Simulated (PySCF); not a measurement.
Si(H)(OH)2(NH2), SMILES N[SiH](O)O (H5NO2Si), PBE0/def2-SVP optimised geometry.

```
9

Si    -0.29    -0.77     0.00
N     -0.94     0.82     0.00
O     -0.68    -1.62     1.37
O      1.37    -0.77     0.00
H     -0.85    -1.42    -1.22
H     -1.79     1.01    -0.52
H     -0.86     1.42     0.82
H      0.03    -2.17     1.71
H      1.79    -0.17    -0.63
```

Density from PBE0/def2-TZVP run with PySCF 2.14.0 at that geometry.

Minimum of the electron density along straight lines between bonded atoms, close to the bond critical point (lines longer than 1.1 times the sum of covalent radii, or with two minima, are not listed):

```csv
bond,length / Å,ρ at the minimum / e bohr⁻³,∇²ρ there / e bohr⁻⁵,position (fraction from the first atom)
Si1–N2,1.713,0.137,___,0.40
Si1–O3,1.658,0.137,0.77,0.41
Si1–O4,1.664,0.134,0.75,0.41
Si1–H5,1.489,0.124,0.13,0.49
N2–H6,1.013,0.331,-1.62,0.74
N2–H7,1.014,0.331,-1.62,0.74
O3–H8,0.962,0.355,-2.41,0.81
O4–H9,0.961,0.356,-2.42,0.81
```

Q: Complete the blanks.

A: 
- Si1–N2, ∇²ρ there / e bohr⁻⁵: 0.58
